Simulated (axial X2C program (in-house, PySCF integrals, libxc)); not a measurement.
La⁺: configurations by level of theory

Computed with an axial X2C code built on PySCF integrals, basis dyall-v3z (cores contracted in-house), spin-free (one-electron X2C) and two-component (2c, atomic mean-field Coulomb and Gaunt terms). Energies in eV from the lowest row of each column (rows without correlated energies are left out; n/a marks j-coupled starts, which PBE0 does not hold); electrons by l are Mulliken totals of the Hartree–Fock solution, and PBE0 can relax to another configuration under the same block occupation. Coupled cluster uses truncated natural virtuals with an MP2 remainder. Frozen shells in the correlated columns: 4 s, 3 p, 2 d.

The low spin-free determinants:

| electrons by l | M_S, M_L | HF | MP2 | PBE0 |
| --- | --- | --- | --- | --- |
| s11 p24 d21 | 1, 2 | 0.18 | 0.00 | 0.36 |
| s10 p24 d22 | 1, 3 | 0.05 | 0.00 | 0.17 |
| s11 p24 d21 | 1, 1 | 0.17 | 0.02 | 0.28 |
| s11 p24 d21 | 1, 0 | 0.12 | 0.03 | 0.23 |
| s10 p24 d22 | 1, 2 | 0.00 | 0.03 | 0.01 |
| s10.4 p24 d21.6 | 0, 2 | 0.22 | 0.11 | 0.21 |
| s10 p24 d22 | 1, 0 | 0.13 | 0.16 | 0.00 |
| s10 p24 d22 | 1, 1 | 0.39 | 0.27 | 0.26 |

And the two-component ones:

```csv
electrons by l,2M_J,HF,MP2,PBE0
s10.1 p24 d21.9,4,0.01,0.00,0.12
s10 p24 d22,2,0.00,0.09,0.00
s11 p24 d21,2,0.18,0.15,0.29
s10 p24 d22,6,0.10,0.22,0.14
s10 p24 d22,8,0.19,0.23,0.33
s10.3 p24 d21.7,4,0.32,0.30,0.34
s10 p24 d22,2,0.68,0.60,0.45
```

Ground level as tabulated from the NIST Atomic Spectra Database (leading term): 2S+1 = 3, L = 3, J = 2.

Spin-free rows of one term, and 2c rows of one J level, should be degenerate; broken spherical symmetry, the missing current term of PBE0 and determinants that mix terms or J levels spread them. The search is wide but not exhaustive and can miss a configuration; gaps between s and d configurations can be off by some tenths of an eV with this basis and core.

The run took 83 s on 1 thread of Arm Neoverse V1, with other jobs on the host.
